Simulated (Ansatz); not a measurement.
Mulliken charges of `[NH2][Zr]([F])([Cl])[I]` from ωB97M-V/def2-TZVPP in Ansatz (PBE0-D4/def2-TZVP geometry).

| atom | x (Å) | y (Å) | z (Å) | charge (e) |
| --- | --- | --- | --- | --- |
| N1 | -0.181 | 1.233 | 0.235 | -0.474 |
| Zr2 | -0.042 | -0.730 | -0.087 | 1.000 |
| F3 | -1.781 | -1.321 | -0.517 | -0.351 |
| Cl4 | 0.843 | -1.725 | 1.842 | -0.257 |
| I5 | 1.663 | -1.144 | -2.174 | -0.179 |
| H6 | 0.543 | 1.812 | 0.642 | 0.132 |
| H7 | -0.983 | 1.807 | 0.012 | 0.130 |

Q: By hand: the dipole of these point charges (1 e Å = 4.8032 D).

A: Σ q r = (0.098, 0.271, -0.015) e Å, of length 0.289 e Å = 1.39 D.

Q: How does the dipole of the full density compare? (An estimate is asked.)

A: Ansatz gave: (-0.168, 0.577, 0.143) e Å, 2.97 D; the point charges give 0.47 times that, at 39° from its direction.

Point charges leave out the atoms' own dipoles, such as those of lone pairs, and Mulliken's split depends on the basis, so the two needn't agree.
